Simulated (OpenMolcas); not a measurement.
**Co4+ in a point-charge field**

Co4+ among 6 point charges of -2 e arranged as an octahedron (Oh), 2.03 Å from the ion.
```
   2.0300    0.0000    0.0000  -2.00
   0.0000    2.0300    0.0000  -2.00
  -2.0300    0.0000    0.0000  -2.00
   0.0000   -2.0300    0.0000  -2.00
   0.0000    0.0000    2.0300  -2.00
   0.0000    0.0000   -2.0300  -2.00
```

```json
{
  "Program": "OpenMolcas 26.06",
  "Method": "SS-CASPT2, IPEA 0.25 Eh, imaginary shift 0.1 Eh (closed shells correlated: 3s 3p)",
  "Basis": "ANO-RCC-VDZP [5s4p2d1f]",
  "Scalar Hamiltonian": "DKH2, point nucleus",
  "Active space": "5 electrons in 5 orbitals (3d)",
  "State averaging": "2S+1 = 6 even, 1 root; 2S+1 = 4 even, 24 roots; 2S+1 = 2 even, 75 roots",
  "Spin-orbit coupling": "RASSI with atomic mean-field integrals over the reference wave functions"
}
```

The lowest spin-free states (labels of O, the rotations of Oh), above the lowest:

```json
{"State": "6A1", "Degeneracy": "1", "E (cm-1)": "0", "Free-ion L (%)": "S (100)"}
{"State": "4T1", "Degeneracy": "3", "E (cm-1)": "39550", "Free-ion L (%)": "G (94)"}
{"State": "4T2", "Degeneracy": "3", "E (cm-1)": "39940", "Free-ion L (%)": "G (100)"}
{"State": "4E", "Degeneracy": "2", "E (cm-1)": "40100", "Free-ion L (%)": "G (100)"}
{"State": "4A1", "Degeneracy": "1", "E (cm-1)": "40240", "Free-ion L (%)": "G (100)"}
{"State": "4T1", "Degeneracy": "3", "E (cm-1)": "44750", "Free-ion L (%)": "P (94)"}
{"State": "4T2", "Degeneracy": "3", "E (cm-1)": "47750", "Free-ion L (%)": "D (99)"}
{"State": "4E", "Degeneracy": "2", "E (cm-1)": "48020", "Free-ion L (%)": "D (100)"}
{"State": "2T2", "Degeneracy": "3", "E (cm-1)": "58010", "Free-ion L (%)": "I (96)"}
{"State": "2A2", "Degeneracy": "1", "E (cm-1)": "58080", "Free-ion L (%)": "I (97)"}
{"State": "2T1", "Degeneracy": "3", "E (cm-1)": "58220", "Free-ion L (%)": "I (98)"}
{"State": "2T2", "Degeneracy": "3", "E (cm-1)": "58280", "Free-ion L (%)": "I (99)"}
{"State": "2E", "Degeneracy": "2", "E (cm-1)": "58430", "Free-ion L (%)": "I (100)"}
{"State": "2A1", "Degeneracy": "1", "E (cm-1)": "58660", "Free-ion L (%)": "I (100)"}
{"State": "2T2", "Degeneracy": "3", "E (cm-1)": "61270", "Free-ion L (%)": "D (68)"}
{"State": "2E", "Degeneracy": "2", "E (cm-1)": "61770", "Free-ion L (%)": "D (96)"}
{"State": "2T1", "Degeneracy": "3", "E (cm-1)": "63540", "Free-ion L (%)": "F (97)"}
{"State": "2A2", "Degeneracy": "1", "E (cm-1)": "64170", "Free-ion L (%)": "F (97)"}
{"State": "2T2", "Degeneracy": "3", "E (cm-1)": "64860", "Free-ion L (%)": "F (65)"}
{"State": "4T1", "Degeneracy": "3", "E (cm-1)": "65040", "Free-ion L (%)": "F (100)"}
```

The lowest levels with spin-orbit coupling:

```
E (cm-1)  Degeneracy  Label  2S+1               g
       0           6            6                
   39490           2     Γ7     4  2.20 2.20 2.20
   39520           4     Γ8     4                
   39530           4     Γ8     4                
   39590           2     Γ6     4  2.78 2.78 2.78
   39840           2     Γ7     4  1.69 1.69 1.69
   39910           4     Γ8     4                
   39970           2     Γ6     4  4.17 4.17 4.17
   39980           4     Γ8     4                
   40090           2     Γ7     4  2.18 2.18 2.18
   40100           4     Γ8     4                
   40110           2     Γ6     4  1.29 1.29 1.29
   40230           4     Γ8     4                
   44380           4     Γ8     4                
   44420           2     Γ7     4  2.60 2.60 2.60
   44530           4     Γ8     4                
   44700           2     Γ6     4  2.62 2.62 2.62
   47690           2     Γ6     4  2.44 2.44 2.44
   47790           4     Γ8     4                
   47870           2     Γ7     4  4.36 4.36 4.36
```

Powder χT (cm3 K/mol): 4.38 at 2 K, 4.38 at 10 K, 4.38 at 50 K, 4.38 at 100 K, 4.38 at 200 K, 4.38 at 300 K. The effective moment at 300 K is 2.828 √(χT) = 5.92 μB.

The lowest level has 2S+1 = 6, for which the spin-only value is χT = S(S+1) / 2 = 4.375 cm3 K/mol (g = 2). The computed 4.385 at 300 K differs by +0.010, little more than the free-electron g of 2.0023 accounts for.

Roots that are degenerate in the reference are averaged as groups; the widest CASPT2 spread within a group is 85 cm-1 (the 3-fold group of multiplicity 4 near 44800 cm-1 above the lowest state of its run). Shifts and gaps below about the spread of the groups concerned are not significant. Point charges give a weaker field than real ligands, and real ions of this kind are often low spin; the high spin found here belongs to the model. Free-ion shares, where given, are those of the reference states; single-state CASPT2 does not remix them. This is an electrostatic model: the charges have no orbitals. No measured value stands beside these numbers.
